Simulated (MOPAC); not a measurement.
MOPAC input (PM3):

```
PM3 PRECISE GNORM=0.05 LET XYZ GEO-OK AUX(PRECISION=9) THREADS=1
BrI

I    -0.00000000 1   -0.00000000 1   -0.99424200 1
Br    0.00000000 1    0.00000000 1    1.50556600 1
```

From the output:

```
                                                       MOPAC v23.2.5 Linux

          FINAL HEAT OF FORMATION =         15.64576 KCAL/MOL =      65.46186 KJ/MOL

          COSMO AREA              =         98.13 SQUARE ANGSTROMS
          COSMO VOLUME            =         84.28 CUBIC ANGSTROMS

          GRADIENT NORM           =          0.00919          =       0.00650 PER ATOM
          IONIZATION POTENTIAL    =          9.843961 EV
          HOMO LUMO ENERGIES (EV) =         -9.844 -3.591
          NO. OF FILLED LEVELS    =          7
          MOLECULAR WEIGHT        =        206.8085         POINT GROUP:  C*v

          MOLECULAR DIMENSIONS (Angstroms)

            Atom       Atom       Distance
           Br     2    I     1     2.56133
           Br     2    I     1     0.00000
            I     1   Br     2     0.00000

          SCF CALCULATIONS        =          5

   ATOM   CHEMICAL          X               Y               Z
  NUMBER   SYMBOL      (ANGSTROMS)     (ANGSTROMS)     (ANGSTROMS)

     1       I          0.00000000  *   0.00000000  *  -1.02500492  *
     2      Br         -0.00000000  *  -0.00000000  *   1.53632892  *

                             CARTESIAN COORDINATES

   1    I        0.000000000     0.000000000    -1.025004916
   2   Br       -0.000000000    -0.000000000     1.536328917

           Empirical Formula: I Br  =     2 atoms

      MOLECULAR POINT GROUP   :   C*v

                  EIGENVALUES
 -21.85803 -15.19988 -13.01460 -11.74968 -11.74968  -9.84396  -9.84396  -3.59094

              NET ATOMIC CHARGES AND DIPOLE CONTRIBUTIONS

  ATOM NO.   TYPE          CHARGE      No. of ELECS.   s-Pop       p-Pop
    1          I           0.038201        6.9618     1.99557     4.96623
    2         Br          -0.038201        7.0382     1.99242     5.04578
 DIPOLE           X         Y         Z       TOTAL
 POINT-CHG.     0.000     0.000    -0.470     0.470
 HYBRID        -0.000    -0.000    -0.065     0.065
 SUM           -0.000    -0.000    -0.535     0.535

          ATOMIC ORBITAL ELECTRON POPULATIONS

     Atom    s        px        py        pz
    1  I   1.99557   2.00000   2.00000   0.96623
    2 Br   1.99242   2.00000   2.00000   1.04578

 **********************
 *                    *
 * JOB ENDED NORMALLY *
 *                    *
 **********************

 == MOPAC DONE ==
```

The geometry given is a B3LYP-D3(BJ)/def2-TZVP minimum.
